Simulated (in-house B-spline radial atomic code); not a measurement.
Computed with a B-spline radial atomic code. Model: two electrons, singlet ground state, non-relativistic, full CI in B-splines with partial waves to l = 8 (at full coupling up to 3e-4 hartree above the limit, correlation up to 0.6 % small), density held at that of full coupling by Lieb maximisation.

Along the adiabatic connection the electron repulsion is scaled by a coupling λ while a local potential keeps the density fixed. At λ = 0 the system is the Kohn-Sham one and W equals the exchange energy; the exchange-correlation energy is the area under W between 0 and 1. The kinetic energy rises with λ as the electrons avoid each other, with dT/dλ = −λ dW/dλ.

Command:
```bash
python run_ac.py task.json out
```
Settings (lengths in bohr, energies in hartree):
```
potential              dot
strength               1.38
lmax                   8
second                 1.5
```

Time taken, with all properties: 7.5 s on 1 thread of Intel(R) Xeon(R) Processor @ 2.30GHz, on a shared host.

**W = mean repulsion less Hartree energy, and W of three functionals.**

Given: confinement charge in harmonic well; well frequency 1.38 hartree; nuclear charge 1.5; external potential omega^2 r^2/2 - Z/r.

Computed: LDA exchange minus exact 178.13 millihartree; SCAN exchange minus exact 6.2081 millihartree.

```json
{"coupling": "0", "W xc (hartree)": "-1.2133", "W xc minus exchange (millihartree)": "0", "kinetic minus Kohn-Sham (millihartree)": "0", "LDA (PW92) W minus its exchange (millihartree)": "0", "PBE W minus its exchange (millihartree)": "0", "SCAN W minus its exchange (millihartree)": "0"}
{"coupling": "0.02", "W xc (hartree)": "?", "W xc minus exchange (millihartree)": "?", "kinetic minus Kohn-Sham (millihartree)": "?", "LDA (PW92) W minus its exchange (millihartree)": "?", "PBE W minus its exchange (millihartree)": "?", "SCAN W minus its exchange (millihartree)": "?"}
{"coupling": "0.05", "W xc (hartree)": "-1.2179", "W xc minus exchange (millihartree)": "-4.561", "kinetic minus Kohn-Sham (millihartree)": "0.11", "LDA (PW92) W minus its exchange (millihartree)": "-25.45", "PBE W minus its exchange (millihartree)": "-5.77", "SCAN W minus its exchange (millihartree)": "-4.61"}
{"coupling": "0.12", "W xc (hartree)": "-1.2241", "W xc minus exchange (millihartree)": "-10.803", "kinetic minus Kohn-Sham (millihartree)": "0.64", "LDA (PW92) W minus its exchange (millihartree)": "-49.02", "PBE W minus its exchange (millihartree)": "-13.77", "SCAN W minus its exchange (millihartree)": "-10.83"}
{"coupling": "0.25", "W xc (hartree)": "-1.2353", "W xc minus exchange (millihartree)": "-21.972", "kinetic minus Kohn-Sham (millihartree)": "2.7", "LDA (PW92) W minus its exchange (millihartree)": "-82.26", "PBE W minus its exchange (millihartree)": "-28.11", "SCAN W minus its exchange (millihartree)": "-21.79"}
{"coupling": "0.4", "W xc (hartree)": "-1.2475", "W xc minus exchange (millihartree)": "-34.213", "kinetic minus Kohn-Sham (millihartree)": "6.67", "LDA (PW92) W minus its exchange (millihartree)": "-112.5", "PBE W minus its exchange (millihartree)": "-43.7", "SCAN W minus its exchange (millihartree)": "-33.68"}
{"coupling": "0.6", "W xc (hartree)": "-1.2628", "W xc minus exchange (millihartree)": "-49.543", "kinetic minus Kohn-Sham (millihartree)": "14.32", "LDA (PW92) W minus its exchange (millihartree)": "-145.44", "PBE W minus its exchange (millihartree)": "-63", "SCAN W minus its exchange (millihartree)": "-48.47"}
{"coupling": "0.8", "W xc (hartree)": "-1.2771", "W xc minus exchange (millihartree)": "-63.838", "kinetic minus Kohn-Sham (millihartree)": "24.31", "LDA (PW92) W minus its exchange (millihartree)": "-173.07", "PBE W minus its exchange (millihartree)": "-80.77", "SCAN W minus its exchange (millihartree)": "-62.22"}
{"coupling": "1", "W xc (hartree)": "?", "W xc minus exchange (millihartree)": "?", "kinetic minus Kohn-Sham (millihartree)": "?", "LDA (PW92) W minus its exchange (millihartree)": "?", "PBE W minus its exchange (millihartree)": "?", "SCAN W minus its exchange (millihartree)": "?"}
{"coupling": "1.4", "W xc (hartree)": "-1.3147", "W xc minus exchange (millihartree)": "-101.42", "kinetic minus Kohn-Sham (millihartree)": "65.28", "LDA (PW92) W minus its exchange (millihartree)": "-237.39", "PBE W minus its exchange (millihartree)": "-126.61", "SCAN W minus its exchange (millihartree)": "-98.42"}
{"coupling": "2", "W xc (hartree)": "-1.3459", "W xc minus exchange (millihartree)": "-132.57", "kinetic minus Kohn-Sham (millihartree)": "117.97", "LDA (PW92) W minus its exchange (millihartree)": "-285.34", "PBE W minus its exchange (millihartree)": "-164.03", "SCAN W minus its exchange (millihartree)": "-128.7"}
{"coupling": "3", "W xc (hartree)": "-1.3874", "W xc minus exchange (millihartree)": "-174.07", "kinetic minus Kohn-Sham (millihartree)": "220.78", "LDA (PW92) W minus its exchange (millihartree)": "-345.23", "PBE W minus its exchange (millihartree)": "-213.64", "SCAN W minus its exchange (millihartree)": "-169.74"}
{"coupling": "4.5", "W xc (hartree)": "-1.4331", "W xc minus exchange (millihartree)": "-219.83", "kinetic minus Kohn-Sham (millihartree)": "390.41", "LDA (PW92) W minus its exchange (millihartree)": "-408.84", "PBE W minus its exchange (millihartree)": "-268.96", "SCAN W minus its exchange (millihartree)": "-216.18"}
{"coupling": "7", "W xc (hartree)": "-1.4839", "W xc minus exchange (millihartree)": "-270.64", "kinetic minus Kohn-Sham (millihartree)": "677.64", "LDA (PW92) W minus its exchange (millihartree)": "-479.32", "PBE W minus its exchange (millihartree)": "-332.49", "SCAN W minus its exchange (millihartree)": "-269.26"}
{"coupling": "10", "W xc (hartree)": "-1.5228", "W xc minus exchange (millihartree)": "-309.5", "kinetic minus Kohn-Sham (millihartree)": "1003.8", "LDA (PW92) W minus its exchange (millihartree)": "-534.9", "PBE W minus its exchange (millihartree)": "-383.78", "SCAN W minus its exchange (millihartree)": "-310.56"}
```

Problem. What belongs in the row 0.02?

Solution. W xc (hartree): -1.2151; W xc minus exchange (millihartree): -1.835; kinetic minus Kohn-Sham (millihartree): 0.02; LDA (PW92) W minus its exchange (millihartree): -12.36; PBE W minus its exchange (millihartree): -2.31; SCAN W minus its exchange (millihartree): -1.87.

Problem. What belongs in the row 1?

Solution. W xc (hartree): -1.2905; W xc minus exchange (millihartree): -77.193; kinetic minus Kohn-Sham (millihartree): 36.31; LDA (PW92) W minus its exchange (millihartree): -197.05; PBE W minus its exchange (millihartree): -97.18; SCAN W minus its exchange (millihartree): -75.06.

Problem. What is the PBE exchange minus exact?

Solution. 42.697 millihartree.

**Energy parts, natural occupations and partial-wave weights.**

Computed: total energy 0.4745 hartree; exchange energy -1.2133 hartree; correlation energy -0.040878 hartree; kinetic part over minus potential part 0.47044; Hartree energy 2.4266 hartree; Kohn-Sham kinetic 3.5077 hartree; Lieb Oxford ratio E_xc over LDA exchange 1.2116.

```
natural  occupation of the shell (electrons)
      s                               1.9895
      p                                    ?
      s                             0.001775
      d                           0.00034104
      p                           0.00014091
      f                           4.3107e-05
```

Problem. What belongs in the row p?

Solution. occupation of the shell (electrons): 0.0080813.

```csv
wave,weight
s,0.99567
p,?
d,0.00018341
f,2.4534e-05
g,5.6756e-06
```

Problem. What belongs in the row p?

Solution. weight: 0.0041163.

Problem. What is the kinetic part of the DFT correlation energy?

Solution. 0.036315 hartree.

Problem. What is the initial slope twice GL2?

Solution. -0.092089 hartree.

Half-way to full coupling W has made 54 % of its drop, against 50 % for a straight line, and second-order (GL2) theory, half the initial slope, overshoots the correlation energy by about 13 %: a moderate bend, as in light atoms. Over couplings 0 to 1 the errors in E_xc come to about +98 millihartree for LDA, +32 millihartree for PBE, +7.1 millihartree for SCAN, so SCAN is nearest. In LDA and PBE the errors of exchange and correlation have opposite signs, so the sum is smaller than the larger of the two.
